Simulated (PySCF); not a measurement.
H12N4Zn, charge +2, singlet, at a GFN2-xTB geometry (such geometries of metal compounds can be far from the true shape); PySCF with HF/3-21G.

Input for PySCF:
```python
from pyscf import gto, scf

mol = gto.M(
    atom='''
Zn    0.000000   -0.000000    0.000000
N    -1.535672   -0.907015    1.023168
H    -1.284589   -1.195873    1.971919
H    -1.884817   -1.757053    0.573564
H    -2.360737   -0.313343    1.139070
N    -0.674371    0.618336   -1.841391
H     0.052957    1.034996   -2.427905
H    -1.411124    1.326533   -1.793819
H    -1.070326   -0.134826   -2.409351
N     0.668041    1.625966    1.066674
H     1.066798    1.385549    1.977610
H    -0.062398    2.312036    1.272534
H     1.401296    2.157716    0.591081
N     1.542003   -1.337287   -0.248451
H     1.894645   -1.727196    0.629174
H     2.364265   -0.937380   -0.707329
H     1.294029   -2.151159   -0.816547
''',
    basis='3-21g',
    charge=2,
    spin=0,
    verbose=5,
)

mf = scf.RHF(mol)
mf.kernel()
mf.analyze()
```

### Question
What does PySCF print? Leave out banner, timings and long lists.

### Answer

```
PySCF version 2.14.0

[INPUT] verbose = 5
[INPUT] max_memory = 4000
[INPUT] num. atoms = 17
[INPUT] num. electrons = 68
[INPUT] charge = 2
[INPUT] spin (= nelec alpha-beta = 2S) = 0
[INPUT] symmetry False subgroup None
[INPUT] Mole.unit = angstrom
[INPUT] Symbol           X                Y                Z      unit          X                Y                Z       unit  Magmom
[...]
[INPUT] ---------------- BASIS SET ----------------
[INPUT] l, kappa, [nprim/nctr], expnt,             c_1 c_2 ...
[INPUT] Zn
[...]
                                670.6601          0.374504
                                146.9024          0.683416
[...]
                                42.56889          0.094336
                                13.12143          0.9611
[...]
                                4.399906          0.342614
                                1.385148          0.848284
[...]
                                0.122944          1.077035
[...]
                                42.56889          0.570002
                                13.12143          0.453312
[...]
                                4.399906          0.486252
                                1.385148          0.590235
[...]
                                0.122944          0.999905
[...]
                                4.591304          0.843477
[...]
[INPUT] N
[...]
                                36.4851           0.352955
                                7.81449           0.706513
[...]
                                1.14915           1.22442
[...]
                                1.14915           0.858953
[...]
[INPUT] H
[...]
                                0.824547          0.904691
[...]
nuclear repulsion = 424.245687223228
number of shells = 55
number of NR pGTOs = 150
number of NR cGTOs = 87
basis = 3-21g
ecp = {}

******** <class 'pyscf.scf.hf.RHF'> ********
method = RHF
initial guess = minao
damping factor = 0
level_shift factor = 0
DIIS = <class 'pyscf.scf.diis.CDIIS'>
diis_start_cycle = 1
diis_space = 8
diis_damp = 0
SCF conv_tol = 1e-09
SCF conv_tol_grad = None
SCF max_cycles = 50
direct_scf = True
direct_scf_tol = 1e-13
Set gradient conv threshold to 3.16228e-05
Initial guess from minao.
E1 = -3614.7491466033284  E2 = 1199.2490682208863  Ecoul = 1299.183862832312  Exc = -99.93479461142556
init E= -1991.25439115921
cond(S) = 125.07195038399293
[...]
  mo_energy =
[-3.51226701e+02 -4.42993749e+01 -3.88100984e+01 -3.88100984e+01
 -3.88100984e+01 -1.55783692e+01 -1.55777047e+01 -1.55777047e+01
 -1.55777047e+01 -5.69056638e+00 -3.86987457e+00 -3.86987457e+00
 -3.86987457e+00 -1.52497646e+00 -1.45181498e+00 -1.45181493e+00
 -1.45181488e+00 -7.82580844e-01 -7.82580824e-01 -7.82580819e-01
 -7.68208301e-01 -7.68208294e-01 -6.19382470e-01 -6.19382306e-01
 -6.19382122e-01 -6.04633608e-01 -6.04633419e-01 -6.00551346e-01
 -6.00551167e-01 -6.00550923e-01 -5.93637780e-01 -3.94204856e-01
 -3.94204779e-01 -3.94204730e-01 -1.86554171e-02  6.46632439e-02
  6.46632725e-02  6.46632799e-02  2.08149824e-01  2.08149908e-01
  2.08149955e-01  2.09755096e-01  2.58961444e-01  2.58961566e-01
  2.59198432e-01  2.59198674e-01  2.59198745e-01  2.91764053e-01
  2.91764131e-01  2.91764227e-01  3.65509145e-01  3.65509207e-01
  3.65509368e-01  3.86404175e-01  1.04010061e+00  1.04010075e+00
  1.11890557e+00  1.11890561e+00  1.11890585e+00  1.20996025e+00
  1.20996039e+00  1.20996052e+00  1.31709629e+00  1.33952408e+00
  1.33952420e+00  1.33952444e+00  1.41164054e+00  1.41164069e+00
  1.43920884e+00  1.43920890e+00  1.43920915e+00  1.46045681e+00
  1.46045692e+00  1.46045696e+00  1.61816201e+00  1.61816222e+00
  1.61816230e+00  1.71196410e+00  2.59744571e+00  2.59744573e+00
  2.59744595e+00  2.70478467e+00  4.14755103e+00  4.14755104e+00
  4.26785872e+00  4.26785874e+00  4.26785881e+00]
E1 = -3601.4206026943816  E2 = 1185.022463790362  Ecoul = 1284.7082759124605  Exc = -99.68581212209847
cycle= 1 E= -1992.15245168079  delta_E= -0.898  |g|= 0.498  |ddm|= 3.07
[...]
  mo_energy =
[-3.51196065e+02 -4.43078517e+01 -3.88097013e+01 -3.88097013e+01
 -3.88097013e+01 -1.59176978e+01 -1.59175778e+01 -1.59175778e+01
 -1.59175777e+01 -5.80040269e+00 -3.99362407e+00 -3.99362406e+00
 -3.99362406e+00 -1.55105597e+00 -1.54584549e+00 -1.54584546e+00
 -1.54584543e+00 -1.02251629e+00 -1.02251615e+00 -1.02123184e+00
 -1.02123167e+00 -1.02123155e+00 -1.00884937e+00 -1.00884924e+00
 -1.00884900e+00 -9.49424013e-01 -9.49423964e-01 -9.49423954e-01
 -9.27789202e-01 -9.06477449e-01 -9.06477428e-01 -8.10214057e-01
 -8.10214012e-01 -8.10213950e-01 -2.06286627e-01 -1.73274833e-01
 -1.73274782e-01 -1.73274771e-01 -2.39053734e-02 -2.39052927e-02
 -2.39052325e-02  2.10914619e-02  2.10916805e-02  2.10917436e-02
  2.14091626e-02  2.14092772e-02  2.43693114e-02  4.17132265e-02
  4.17133120e-02  4.17134097e-02  1.31715174e-01  1.31715225e-01
  1.31715401e-01  1.37252432e-01  7.40284754e-01  7.40284906e-01
  8.20330862e-01  8.20330878e-01  8.20331158e-01  9.23138645e-01
  9.23138806e-01  9.23138948e-01  1.02543392e+00  1.04949660e+00
  1.04949672e+00  1.04949692e+00  1.14184045e+00  1.14184060e+00
  1.16939222e+00  1.16939229e+00  1.16939254e+00  1.18685322e+00
  1.18685335e+00  1.18685337e+00  1.33011928e+00  1.33011947e+00
  1.33011954e+00  1.42825038e+00  2.32964027e+00  2.32964034e+00
  2.32964047e+00  2.44095568e+00  3.99768156e+00  3.99768157e+00
  4.11797148e+00  4.11797150e+00  4.11797157e+00]
E1 = -3599.4247133730532  E2 = 1182.9501922052866  Ecoul = 1282.8087085226891  Exc = -99.85851631740252
cycle= 2 E= -1992.22883394454  delta_E= -0.0764  |g|= 0.247  |ddm|= 0.665
[...]
  mo_energy =
[-3.51372189e+02 -4.44697573e+01 -3.89745721e+01 -3.89745720e+01
 -3.89745720e+01 -1.58310785e+01 -1.58309554e+01 -1.58309554e+01
 -1.58309554e+01 -5.89142204e+00 -4.08210830e+00 -4.08210829e+00
 -4.08210829e+00 -1.51795036e+00 -1.51205671e+00 -1.51205670e+00
 -1.51205666e+00 -1.01555444e+00 -1.01555438e+00 -1.01539358e+00
 -1.01539352e+00 -1.01539350e+00 -9.82422606e-01 -9.82422504e-01
[...]
converged SCF energy = -1992.23708479417
Total Energy =                       -1992.237084794170414
[...]
8 H 1s           0.04770   0.02414  -0.00019  -0.00042  -0.00059
8 H 2s           0.02168   0.02508  -0.00146  -0.00302   0.00074
9 N 1s          -0.00141   0.00520   0.00000   0.00000  -0.00148
9 N 2s           0.01143  -0.03746  -0.00000   0.00000   0.00278
9 N 3s          -0.13638   0.49216   0.00000   0.00000  -0.10275
9 N 2px          0.00057  -0.00016  -0.00058   0.00007  -0.00018
9 N 2py          0.00048  -0.00039   0.00021   0.00032  -0.00044
9 N 2pz          0.00315  -0.00026   0.00005  -0.00052  -0.00035
9 N 3px         -0.00175  -0.01114  -0.03190   0.00368   0.02452
9 N 3py          0.02335  -0.02712   0.01130   0.01745   0.05968
9 N 3pz         -0.05298  -0.01779   0.00276  -0.02890   0.03843
10 H 1s         -0.01020   0.02414  -0.00019  -0.00042  -0.00242
10 H 2s         -0.00428   0.02508  -0.00146  -0.00302  -0.00620
11 H 1s         -0.00783   0.02414   0.00046   0.00004  -0.00223
11 H 2s         -0.00274   0.02508   0.00334   0.00025  -0.00659
12 H 1s         -0.00659   0.02414  -0.00027   0.00038  -0.00208
12 H 2s         -0.00400   0.02508  -0.00189   0.00277  -0.00701
13 N 1s         -0.00162   0.00520  -0.00000   0.00000   0.00054
13 N 2s          0.01313  -0.03746  -0.00000  -0.00000  -0.00102
13 N 3s         -0.15663   0.49216  -0.00000   0.00000   0.03770
13 N 2px         0.00174  -0.00037  -0.00035  -0.00021   0.00024
13 N 2py        -0.00225   0.00032  -0.00033  -0.00033  -0.00004
13 N 2pz         0.00197   0.00006  -0.00039   0.00047  -0.00002
13 N 3px        -0.00298  -0.02572  -0.01905  -0.01190  -0.01974
13 N 3py         0.02332   0.02231  -0.01795  -0.01852   0.01897
13 N 3pz        -0.05295   0.00414  -0.02163   0.02586   0.00341
14 H 1s         -0.01149   0.02414  -0.00027   0.00038   0.00084
14 H 2s         -0.00436   0.02508  -0.00189   0.00277   0.00245
15 H 1s         -0.00804   0.02414  -0.00019  -0.00042   0.00120
15 H 2s         -0.00334   0.02508  -0.00146  -0.00302   0.00149
16 H 1s         -0.00874   0.02414   0.00046   0.00004   0.00043
16 H 2s         -0.00495   0.02508   0.00334   0.00025   0.00333
               #86       #87
0 Zn 1s         -0.00000  -0.00000
0 Zn 2s          0.00000   0.00000
0 Zn 3s          0.00000   0.00000
0 Zn 4s         -0.00000  -0.00000
0 Zn 5s          0.00000   0.00000
0 Zn 2px        -0.00022  -0.00005
0 Zn 2py         0.00008   0.00005
0 Zn 2pz         0.00006  -0.00023
0 Zn 3px        -0.00089  -0.00020
0 Zn 3py         0.00033   0.00020
0 Zn 3pz         0.00026  -0.00094
0 Zn 4px        -0.06511  -0.01474
0 Zn 4py         0.02396   0.01457
0 Zn 4pz         0.01900  -0.06888
0 Zn 5px         0.03260   0.00738
0 Zn 5py        -0.01200  -0.00729
0 Zn 5pz        -0.00951   0.03449
0 Zn 3dxy        0.01102  -0.00411
0 Zn 3dyz       -0.00352  -0.00572
0 Zn 3dz^2       0.00431   0.00809
0 Zn 3dxz       -0.00156   0.00631
0 Zn 3dx2-y2     0.00047   0.00043
0 Zn 4dxy        0.87043  -0.32454
0 Zn 4dyz       -0.27779  -0.45165
0 Zn 4dz^2       0.34002   0.63865
0 Zn 4dxz       -0.12311   0.49864
0 Zn 4dx2-y2     0.03711   0.03376
1 N 1s          -0.00108   0.00067
1 N 2s           0.00202  -0.00126
1 N 3s          -0.07467   0.04667
1 N 2px          0.00026  -0.00027
1 N 2py          0.00027  -0.00011
1 N 2pz         -0.00022   0.00003
1 N 3px         -0.04136   0.02470
1 N 3py         -0.02314   0.01510
1 N 3pz          0.02708  -0.01808
2 H 1s          -0.00181   0.00059
2 H 2s          -0.00441   0.00402
3 H 1s          -0.00180   0.00128
3 H 2s          -0.00434   0.00243
4 H 1s          -0.00128   0.00119
4 H 2s          -0.00564   0.00254
5 N 1s          -0.00026  -0.00161
5 N 2s           0.00049   0.00302
5 N 3s          -0.01815  -0.11143
5 N 2px         -0.00008   0.00022
5 N 2py          0.00000  -0.00020
5 N 2pz          0.00015   0.00056
5 N 3px         -0.00563  -0.02653
5 N 3py          0.00438   0.02435
5 N 3pz         -0.01128  -0.07304
6 H 1s          -0.00076  -0.00239
6 H 2s          -0.00025  -0.00727
7 H 1s           0.00003  -0.00251
7 H 2s          -0.00217  -0.00697
8 H 1s          -0.00046  -0.00240
8 H 2s          -0.00108  -0.00723
9 N 1s          -0.00017   0.00066
9 N 2s           0.00033  -0.00123
9 N 3s          -0.01202   0.04558
9 N 2px         -0.00015   0.00008
9 N 2py         -0.00002   0.00027
9 N 2pz         -0.00001   0.00003
9 N 3px          0.00146  -0.01090
9 N 3py          0.00734  -0.02558
9 N 3pz          0.00484  -0.01840
10 H 1s         -0.00038   0.00057
10 H 2s         -0.00044   0.00392
11 H 1s          0.00019   0.00113
11 H 2s         -0.00186   0.00266
12 H 1s         -0.00060   0.00128
12 H 2s         -0.00002   0.00220
13 N 1s          0.00151   0.00028
13 N 2s         -0.00284  -0.00052
13 N 3s          0.10483   0.01918
13 N 2px         0.00042   0.00007
13 N 2py        -0.00042  -0.00006
13 N 2pz        -0.00005  -0.00014
13 N 3px        -0.05776  -0.01065
13 N 3py         0.04943   0.00923
13 N 3pz         0.00949   0.00024
14 H 1s          0.00237  -0.00004
14 H 2s          0.00652   0.00234
15 H 1s          0.00211   0.00064
15 H 2s          0.00715   0.00076
16 H 1s          0.00238   0.00066
16 H 2s          0.00652   0.00060
 ** Mulliken pop on meta-lowdin orthogonal AOs  **
 ** Mulliken pop  **
 ** Mulliken atomic charges  **
charge of    0Zn =      1.38232
charge of    1N =     -0.61415
charge of    2H =      0.25619
charge of    3H =      0.25619
charge of    4H =      0.25619
charge of    5N =     -0.61415
charge of    6H =      0.25619
charge of    7H =      0.25619
charge of    8H =      0.25619
charge of    9N =     -0.61415
charge of   10H =      0.25619
charge of   11H =      0.25619
charge of   12H =      0.25619
charge of   13N =     -0.61415
charge of   14H =      0.25619
charge of   15H =      0.25619
charge of   16H =      0.25619

WARN: System has nonzero charge 2; the dipole moment is origin-dependent.
Location of origin: [0. 0. 0.]

Dipole moment(X, Y, Z, Debye): -0.00000,  0.00000,  0.00000
```
